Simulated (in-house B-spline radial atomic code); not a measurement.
Radial electron density of Er2+, [Kr] 4d9 4f12 5s2 5p6 5f1. Computed with a B-spline radial code for spherical atoms: Dirac-Kohn-Sham LDA VWN5, spherical fractional occupations, Fermi nucleus of rms radius 5.2516 fm, inside a hard spherical wall at 4.01 bohr.

Columns: r (bohr), 4πr²n(r) (electrons per bohr), bar.

```
0.000661    2.743 #
 0.00081    3.831 #
0.000992     5.32 ##
 0.00121    7.296 ###
 0.00149    10.09 ####
 0.00182    13.65 #####
 0.00223    18.38 #######
 0.00273     24.4 #########
 0.00334    31.87 ############
 0.00409    40.92 ###############
 0.00501    51.38 ###################
 0.00614    62.78 #######################
 0.00752    74.16 ###########################
  0.0092    84.17 ###############################
  0.0113    91.41 #################################
  0.0138    94.24 ###################################
  0.0169    92.56 ##################################
  0.0207    87.81 ################################
  0.0253    83.71 ###############################
   0.031     84.8 ###############################
   0.038    93.96 ##################################
  0.0465    108.5 ########################################
   0.057    120.1 ############################################
  0.0698    119.5 ############################################
  0.0854    106.7 #######################################
   0.105    93.75 ##################################
   0.128    94.85 ###################################
   0.157    106.2 #######################################
   0.192    106.6 #######################################
   0.235    84.59 ###############################
   0.288    58.03 #####################
   0.353    50.87 ###################
   0.432     57.9 #####################
   0.529    56.68 #####################
   0.648    41.99 ###############
   0.793    26.39 ##########
   0.971    17.51 ######
    1.19    12.87 #####
    1.46    8.697 ###
    1.78    4.915 ##
    2.18    2.357 #
    2.67    1.138 
    3.27   0.4187 
    3.97 0.001411
```

On this grid the curve has 4 maxima, near 0.0138, 0.057, 0.192, 0.432 bohr.

The 4d3/2 radial function P(r) = rR(r), positive near the nucleus, with its small component Q(r) (sign convention: Q ≈ (P' + κP/r)/2c):

| r (bohr) | P | Q |
| --- | --- | --- |
| 0.00614 | 0.002131 | 0.004467 |
| 0.0092 | 0.00594 | 0.009007 |
| 0.0138 | 0.01649 | 0.01747 |
| 0.0207 | 0.04443 | 0.03189 |
| 0.031 | 0.1126 | 0.05305 |
| 0.0465 | 0.2596 | 0.07709 |
| 0.0698 | 0.5134 | 0.09017 |
| 0.105 | 0.7918 | 0.07152 |
| 0.157 | 0.7715 | 0.01749 |
| 0.235 | 0.08295 | -0.03671 |
| 0.353 | -1.016 | -0.04513 |
| 0.529 | -1.46 | -0.018 |
| 0.793 | -0.9338 | -0.0001075 |
| 1.19 | -0.2889 | 0.001649 |
| 1.78 | -0.03865 | 0.0003367 |
| 2.67 | -0.001612 | 1.681e-05 |
